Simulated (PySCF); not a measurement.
C₄H₃S, doublet (typed; the unrestricted solution is spin-contaminated), at a GFN2-xTB geometry; PySCF with MP2/def2-SVP.

Input for PySCF:
```python
from pyscf import gto, scf, mp

mol = gto.M(
    atom='''
S    -0.00426082    0.01335767    1.14805323
C     0.01929047    1.29020021   -0.06753540
C    -0.01728820   -1.19482996   -0.08588622
C     0.01570540    0.73094110   -1.26843948
C    -0.00465609   -0.66848623   -1.33994694
H     0.03310944    2.31060780    0.24930890
H    -0.03364272   -2.22856990    0.19962805
H    -0.00960313   -1.24271139   -2.24694036
''',
    basis='def2-svp',
    spin=1,
    verbose=4,
)

mf = scf.UHF(mol)
mf.kernel()

pt = mp.MP2(mf, frozen=9)
pt.kernel()
print('E(MP2) = %.10f' % pt.e_tot)
```

Output, abridged:

```
PySCF version 2.14.0

[INPUT] verbose = 4
[INPUT] num. atoms = 8
[INPUT] num. electrons = 43
[INPUT] charge = 0
[INPUT] spin (= nelec alpha-beta = 2S) = 1
[INPUT] symmetry False subgroup None
[INPUT] Mole.unit = angstrom
[INPUT] Symbol           X                Y                Z      unit          X                Y                Z       unit  Magmom
[INPUT]  1 S     -0.004260820000   0.013357670000   1.148053230000 AA   -0.008051782866   0.025242337962   2.169506181122 Bohr   0.0
[INPUT]  2 C      0.019290470000   1.290200210000  -0.067535400000 AA    0.036453705114   2.438125042756  -0.127623409713 Bohr   0.0
[INPUT]  3 C     -0.017288200000  -1.194829960000  -0.085886220000 AA   -0.032669963187  -2.257901389825  -0.162301433674 Bohr   0.0
[INPUT]  4 C      0.015705400000   0.730941100000  -1.268439480000 AA    0.029678904677   1.381278492188  -2.397003222786 Bohr   0.0
[INPUT]  5 C     -0.004656090000  -0.668486230000  -1.339946940000 AA   -0.008798734911  -1.263255892743  -2.532132738049 Bohr   0.0
[INPUT]  6 H      0.033109440000   2.310607800000   0.249308900000 AA    0.062567773738   4.366415923284   0.471125541417 Bohr   0.0
[INPUT]  7 H     -0.033642720000  -2.228569900000   0.199628050000 AA   -0.063575526885  -4.211386760449   0.377242341281 Bohr   0.0
[INPUT]  8 H     -0.009603130000  -1.242711390000  -2.246940360000 AA   -0.018147285639  -2.348384178978  -4.246101898632 Bohr   0.0

nuclear repulsion = 193.341940621933
number of shells = 41
number of NR pGTOs = 153
number of NR cGTOs = 89
basis = def2-svp
ecp = {}

******** <class 'pyscf.scf.uhf.UHF'> ********
method = UHF
initial guess = minao
damping factor = 0
level_shift factor = 0
DIIS = <class 'pyscf.scf.diis.CDIIS'>
diis_start_cycle = 1
diis_space = 8
diis_damp = 0
SCF conv_tol = 1e-09
SCF conv_tol_grad = None
SCF max_cycles = 50
direct_scf = True
direct_scf_tol = 1e-13
number electrons alpha = 22  beta = 21
Set gradient conv threshold to 3.16228e-05
init E= -551.76552004145

cycle= 1 E= -550.325680482137  delta_E= 1.44  |g|= 0.29  |ddm|= 2.35
cycle= 2 E= -550.395922958596  delta_E= -0.0702  |g|= 0.121  |ddm|= 0.655
cycle= 3 E= -550.407197473211  delta_E= -0.0113  |g|= 0.0535  |ddm|= 0.251
cycle= 4 E= -550.410552534251  delta_E= -0.00336  |g|= 0.0184  |ddm|= 0.141
cycle= 5 E= -550.411346624319  delta_E= -0.000794  |g|= 0.0129  |ddm|= 0.0509
cycle= 6 E= -550.411824377537  delta_E= -0.000478  |g|= 0.0106  |ddm|= 0.0329
cycle= 7 E= -550.412301080265  delta_E= -0.000477  |g|= 0.00956  |ddm|= 0.0341
cycle= 8 E= -550.412886336861  delta_E= -0.000585  |g|= 0.00902  |ddm|= 0.0439
cycle= 9 E= -550.413659497696  delta_E= -0.000773  |g|= 0.00845  |ddm|= 0.0615
cycle= 10 E= -550.41460136134  delta_E= -0.000942  |g|= 0.00755  |ddm|= 0.0818
cycle= 11 E= -550.415706709031  delta_E= -0.00111  |g|= 0.005  |ddm|= 0.124
cycle= 12 E= -550.416088642105  delta_E= -0.000382  |g|= 0.0022  |ddm|= 0.106
cycle= 13 E= -550.416081093415  delta_E= 7.55e-06  |g|= 0.00133  |ddm|= 0.0183
cycle= 14 E= -550.416093702265  delta_E= -1.26e-05  |g|= 0.000734  |ddm|= 0.0299
cycle= 15 E= -550.416092849092  delta_E= 8.53e-07  |g|= 0.000655  |ddm|= 0.0211
cycle= 16 E= -550.416097701604  delta_E= -4.85e-06  |g|= 0.000129  |ddm|= 0.0103
cycle= 17 E= -550.416097771399  delta_E= -6.98e-08  |g|= 6.17e-05  |ddm|= 0.000915
cycle= 18 E= -550.416097763228  delta_E= 8.17e-09  |g|= 5.08e-05  |ddm|= 0.000457
cycle= 19 E= -550.41609778645  delta_E= -2.32e-08  |g|= 1.34e-05  |ddm|= 0.000729
cycle= 20 E= -550.41609778688  delta_E= -4.3e-10  |g|= 5.98e-06  |ddm|= 5.86e-05
Extra cycle  E= -550.416097786941  delta_E= -6.09e-11  |g|= 3.94e-06  |ddm|= 1.38e-05
converged SCF energy = -550.416097786941  <S^2> = 1.0907716  2S+1 = 2.3158339

******** <class 'pyscf.mp.ump2.UMP2'> ********
nocc = (np.int64(13), np.int64(12)), nmo = (80, 80)
frozen orbitals 9
E(UMP2) = -551.014395626735  E_corr = -0.598297839793976
E(SCS-UMP2) = -550.995085333848  E_corr = -0.578987546907276
E_corr(same-spin) = -0.16034983943711
E_corr(oppo-spin) = -0.437948000356866
E(MP2) = -551.0143956267
```
